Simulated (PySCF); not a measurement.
PySCF input (HF/def2-TZVPD):

```python
from pyscf import gto, scf, dft

mol = gto.M(
    atom='''
    Pb    0.01976643    0.00354458    0.76272847
    I     1.25187122   -2.23066668   -0.61252058
    I    -1.28245325    2.22518261   -0.56754988
    ''',
    basis='def2-tzvpd',
    ecp='def2-tzvp',
    charge=0,
    spin=2,
    verbose=4,
)

mf = scf.UHF(mol).density_fit(auxbasis='def2-universal-jkfit')
mf.conv_tol = 1e-9
mf.max_cycle = 100
mf.max_memory = 1500
mf.kernel()
if not mf.converged:
    mf = mf.newton()
    mf.kernel(mf.make_rdm1())
for _ in range(2):
    mo, _, stable, _ = mf.stability(return_status=True)
    if stable:
        break
    mf.kernel(mf.make_rdm1(mo, mf.mo_occ))
mf.analyze()
```

Output:

```
PySCF version 2.14.0

[INPUT] verbose = 4
[INPUT] num. atoms = 3
[INPUT] num. electrons = 72
[INPUT] charge = 0
[INPUT] spin (= nelec alpha-beta = 2S) = 2
[INPUT] symmetry False subgroup None
[INPUT] Mole.unit = angstrom
[INPUT] Symbol           X                Y                Z      unit          X                Y                Z       unit  Magmom
[INPUT]  1 Pb     0.019766430000   0.003544580000   0.762728470000 AA    0.037353139160   0.006698285427   1.441347915709 Bohr   0.0
[INPUT]  2 I      1.251871220000  -2.230666680000  -0.612520580000 AA    2.365693749025  -4.215349100393  -1.157496141860 Bohr   0.0
[INPUT]  3 I     -1.282453250000   2.225182610000  -0.567549880000 AA   -2.423485410058   4.204985710045  -1.072513835230 Bohr   0.0

nuclear repulsion = 265.345648686972
number of shells = 56
number of NR pGTOs = 305
number of NR cGTOs = 174
basis = def2-tzvpd
ecp = def2-tzvp

******** <class 'pyscf.df.df_jk.DFUHF'> ********
method = DFUHF
initial guess = minao
damping factor = 0
level_shift factor = 0
DIIS = <class 'pyscf.scf.diis.CDIIS'>
diis_start_cycle = 1
diis_space = 8
diis_damp = 0
SCF conv_tol = 1e-09
SCF conv_tol_grad = None
SCF max_cycles = 100
direct_scf = False
number electrons alpha = 37  beta = 35
Set gradient conv threshold to 3.16228e-05
******** <class 'pyscf.df.df.DF'> ********
auxbasis = def2-universal-jkfit
init E= -665.546073504162
  alpha nocc = 37  HOMO = -1.0309418275276  LUMO = -1.02360144474315
  beta  nocc = 35  HOMO = -1.46738470289592  LUMO = -1.42168201420114

WARN: HOMO -1.0309418275276 >= LUMO -1.42168201420114

cycle= 1 E= -783.126253763303  delta_E= -118  |g|=  2.9  |ddm|= 21.1
  alpha nocc = 37  HOMO = -0.113702160859109  LUMO = 0.0460416073922327
  beta  nocc = 35  HOMO = -0.121263555299236  LUMO = -0.00268301846819163
  HOMO = -0.113702160859  LUMO = -0.00268301846819  gap/eV = 3.02098
cycle= 2 E= -784.763192517491  delta_E= -1.64  |g|= 1.37  |ddm|= 5.49
  alpha nocc = 37  HOMO = -0.259591630147644  LUMO = 0.0235643989012983
  beta  nocc = 35  HOMO = -0.357325523917933  LUMO = -0.122429680708612
  HOMO = -0.259591630148  LUMO = -0.122429680709  gap/eV = 3.73237
cycle= 3 E= -785.195882041998  delta_E= -0.433  |g|= 0.186  |ddm|= 1.38
  alpha nocc = 37  HOMO = -0.269888074867424  LUMO = 0.022441606773925
  beta  nocc = 35  HOMO = -0.354513303415152  LUMO = -0.115189493065597
  HOMO = -0.269888074867  LUMO = -0.115189493066  gap/eV = 4.20956
cycle= 4 E= -785.206486398203  delta_E= -0.0106  |g|= 0.0896  |ddm|= 0.243
  alpha nocc = 37  HOMO = -0.269313819807033  LUMO = 0.0241864641990465
  beta  nocc = 35  HOMO = -0.357293168957642  LUMO = -0.110196533086012
  HOMO = -0.269313819807  LUMO = -0.110196533086  gap/eV = 4.32980
[...]
  beta  nocc = 35  HOMO = -0.358684876174476  LUMO = -0.102117448220751
  HOMO = -0.267469596636  LUMO = -0.102117448221  gap/eV = 4.49946
Extra cycle  E= -785.20983221289  delta_E= -1e-10  |g|= 4.52e-06  |ddm|= 1.9e-05
converged SCF energy = -785.20983221289  <S^2> = 2.069957  2S+1 = 3.046281
uhf_internal: lowest eigs of H = [0.03814502 0.06703521 0.08423178]
<class 'pyscf.df.df_jk.DFUHF'> wavefunction is stable in the internal stability analysis
**** SCF Summaries ****
Total Energy =                        -785.209832212890433
Nuclear Repulsion Energy =             265.345648686972197
One-electron Energy =                -1900.849186547995714
Two-electron Energy =                  850.293705648133027
Two-electron Coulomb Energy =          907.729864118814248
DFT Exchange-Correlation Energy =      -57.436158470681221
HOMO-LUMO gap [eV] =                     4.499461139755126
**** MO energy ****
                             alpha | beta                alpha | beta
MO #1   energy= -7.74656770503003  | -7.74237439883706  occ= 1 | 1
MO #2   energy= -7.74656767978594  | -7.74237325305712  occ= 1 | 1
MO #3   energy= -6.22380517254276  | -6.21830437733941  occ= 1 | 1
MO #4   energy= -5.60329347711561  | -5.59271218941926  occ= 1 | 1
MO #5   energy= -5.60329296647689  | -5.59271195058528  occ= 1 | 1
MO #6   energy= -5.59023888179376  | -5.58949647494865  occ= 1 | 1
MO #7   energy= -5.59023846280416  | -5.58949636340727  occ= 1 | 1
MO #8   energy= -5.58986880402874  | -5.58854995196785  occ= 1 | 1
MO #9   energy= -5.58986851987007  | -5.5885499283139   occ= 1 | 1
MO #10  energy= -3.90930051448281  | -3.90789826080868  occ= 1 | 1
MO #11  energy= -3.90452502345726  | -3.90545999796319  occ= 1 | 1
MO #12  energy= -3.90406588921707  | -3.89471174799951  occ= 1 | 1
MO #13  energy= -2.29580467306982  | -2.2899324205234   occ= 1 | 1
MO #14  energy= -2.29579823817367  | -2.28988741415576  occ= 1 | 1
MO #15  energy= -2.29216916517948  | -2.28751033743722  occ= 1 | 1
MO #16  energy= -2.29216766719537  | -2.28748463097148  occ= 1 | 1
MO #17  energy= -2.29153064037841  | -2.2865093269603   occ= 1 | 1
MO #18  energy= -2.29152819276845  | -2.28648862928157  occ= 1 | 1
MO #19  energy= -2.28054436761521  | -2.28001540511789  occ= 1 | 1
MO #20  energy= -2.28054241588483  | -2.28001216786893  occ= 1 | 1
MO #21  energy= -2.28053454696663  | -2.27998492655338  occ= 1 | 1
MO #22  energy= -2.28053216385358  | -2.27998157806451  occ= 1 | 1
MO #23  energy= -1.13281896520507  | -1.12950349711743  occ= 1 | 1
MO #24  energy= -1.13085713379357  | -1.12752072579408  occ= 1 | 1
MO #25  energy= -1.12605496461418  | -1.11675768638113  occ= 1 | 1
MO #26  energy= -1.12412827730204  | -1.11352440232957  occ= 1 | 1
MO #27  energy= -1.12115642540271  | -1.1133633705007   occ= 1 | 1
MO #28  energy= -0.910645575631962 | -0.866279328528111 occ= 1 | 1
MO #29  energy= -0.901971425081643 | -0.859067008452407 occ= 1 | 1
MO #30  energy= -0.658625295912747 | -0.575866636634358 occ= 1 | 1
MO #31  energy= -0.454513355020449 | -0.386886632581964 occ= 1 | 1
MO #32  energy= -0.405496289051179 | -0.38256219510784  occ= 1 | 1
MO #33  energy= -0.39898080108999  | -0.379957750280332 occ= 1 | 1
MO #34  energy= -0.391587959523281 | -0.376377734140707 occ= 1 | 1
MO #35  energy= -0.385371948609715 | -0.358684876174476 occ= 1 | 1
MO #36  energy= -0.382524424329443 | -0.102117448220751 occ= 1 | 0
MO #37  energy= -0.267469596635686 | 0.0207170136582243 occ= 1 | 0
MO #38  energy= -0.00274981855269019 | 0.0260178676286109 occ= 0 | 0
MO #39  energy= 0.0355652668914516 | 0.03992870094317   occ= 0 | 0
MO #40  energy= 0.0404964081488237 | 0.0431736579406506 occ= 0 | 0
MO #41  energy= 0.0531174757392028 | 0.0566427694737717 occ= 0 | 0
MO #42  energy= 0.0542865552146422 | 0.0591492794954533 occ= 0 | 0
MO #43  energy= 0.0622474806366122 | 0.0658086206955598 occ= 0 | 0
MO #44  energy= 0.067917787131577  | 0.0682483380586647 occ= 0 | 0
MO #45  energy= 0.0695979080982325 | 0.0815910820660906 occ= 0 | 0
MO #46  energy= 0.0699983244639388 | 0.0854222269595977 occ= 0 | 0
MO #47  energy= 0.106566163330106  | 0.11589240277782   occ= 0 | 0
MO #48  energy= 0.110511327140951  | 0.117066923240285  occ= 0 | 0
MO #49  energy= 0.135534433379359  | 0.145771531699827  occ= 0 | 0
MO #50  energy= 0.138087243683263  | 0.146464579242046  occ= 0 | 0
MO #51  energy= 0.14768276460257   | 0.151321521239728  occ= 0 | 0
MO #52  energy= 0.164348311063756  | 0.167205672618814  occ= 0 | 0
MO #53  energy= 0.181098136269079  | 0.18869295599491   occ= 0 | 0
MO #54  energy= 0.18303282519151   | 0.193648413197454  occ= 0 | 0
MO #55  energy= 0.189846697590493  | 0.196042985562186  occ= 0 | 0
MO #56  energy= 0.196783717431753  | 0.200624820510634  occ= 0 | 0
MO #57  energy= 0.196912909448005  | 0.205454890658553  occ= 0 | 0
MO #58  energy= 0.201286526561434  | 0.207964502932801  occ= 0 | 0
MO #59  energy= 0.202456718528513  | 0.211558969772101  occ= 0 | 0
MO #60  energy= 0.207016288183214  | 0.219974878482194  occ= 0 | 0
MO #61  energy= 0.215001440528233  | 0.230075814332701  occ= 0 | 0
MO #62  energy= 0.222818959262374  | 0.230439146328955  occ= 0 | 0
MO #63  energy= 0.22342691148944   | 0.234522582317913  occ= 0 | 0
MO #64  energy= 0.235747685607823  | 0.244330458529092  occ= 0 | 0
MO #65  energy= 0.286132688841978  | 0.29000687486143   occ= 0 | 0
MO #66  energy= 0.316184939356583  | 0.318787379840675  occ= 0 | 0
MO #67  energy= 0.327827729128426  | 0.34991799627687   occ= 0 | 0
MO #68  energy= 0.351043215684589  | 0.377670680262491  occ= 0 | 0
MO #69  energy= 0.359696922109987  | 0.380503594416727  occ= 0 | 0
MO #70  energy= 0.362361667265431  | 0.381746577057211  occ= 0 | 0
MO #71  energy= 0.378574832609733  | 0.383257138468324  occ= 0 | 0
MO #72  energy= 0.393858258638499  | 0.40207589320406   occ= 0 | 0
MO #73  energy= 0.404191760106035  | 0.412978632056896  occ= 0 | 0
MO #74  energy= 0.410082343696733  | 0.4195131302306    occ= 0 | 0
MO #75  energy= 0.43096867777313   | 0.45040428688519   occ= 0 | 0
MO #76  energy= 0.459399616430629  | 0.465733669165699  occ= 0 | 0
MO #77  energy= 0.480370781590892  | 0.494028618598014  occ= 0 | 0
MO #78  energy= 0.486391376204292  | 0.501114999896051  occ= 0 | 0
MO #79  energy= 0.497715813904991  | 0.501712737928042  occ= 0 | 0
MO #80  energy= 0.499406819460812  | 0.506809735073871  occ= 0 | 0
MO #81  energy= 0.511475277185532  | 0.520809550678434  occ= 0 | 0
MO #82  energy= 0.515177798511772  | 0.533378596065759  occ= 0 | 0
MO #83  energy= 0.517122178654623  | 0.546879199195406  occ= 0 | 0
MO #84  energy= 0.537682057988532  | 0.556326848872789  occ= 0 | 0
MO #85  energy= 0.554498297326473  | 0.582220629810481  occ= 0 | 0
MO #86  energy= 0.591693937127497  | 0.610940421652179  occ= 0 | 0
MO #87  energy= 0.598263297780249  | 0.616841524311979  occ= 0 | 0
MO #88  energy= 0.672767912279181  | 0.684818064860272  occ= 0 | 0
MO #89  energy= 0.795766218127062  | 0.814860573572338  occ= 0 | 0
MO #90  energy= 0.808431652969635  | 0.817030106241791  occ= 0 | 0
MO #91  energy= 0.808455251699549  | 0.839674239750666  occ= 0 | 0
MO #92  energy= 0.815344564520887  | 0.852210461119508  occ= 0 | 0
MO #93  energy= 0.843136160768137  | 0.862431185158805  occ= 0 | 0
MO #94  energy= 0.843598178476624  | 0.863382895045673  occ= 0 | 0
MO #95  energy= 0.854210628594361  | 0.871013460423138  occ= 0 | 0
MO #96  energy= 0.897029338315491  | 0.910425025258354  occ= 0 | 0
MO #97  energy= 0.898913936588606  | 0.922078508182777  occ= 0 | 0
MO #98  energy= 0.909328220676036  | 0.941043238175343  occ= 0 | 0
MO #99  energy= 1.02674755381679   | 1.0411493254915    occ= 0 | 0
MO #100 energy= 1.09412525533241   | 1.11154842753641   occ= 0 | 0
MO #101 energy= 1.11278543208548   | 1.12701915445642   occ= 0 | 0
MO #102 energy= 1.11655106617953   | 1.12796506049144   occ= 0 | 0
MO #103 energy= 1.11849326207958   | 1.12856845535537   occ= 0 | 0
MO #104 energy= 1.11974536765975   | 1.12869475070417   occ= 0 | 0
[...]
```

This is an excited triplet: at this geometry the singlet lies 2.32 eV lower at RI-MP2/CBS(def2-TZVPPD,def2-QZVPPD)+[CCSD(T)-MP2]/def2-TZVPPD.
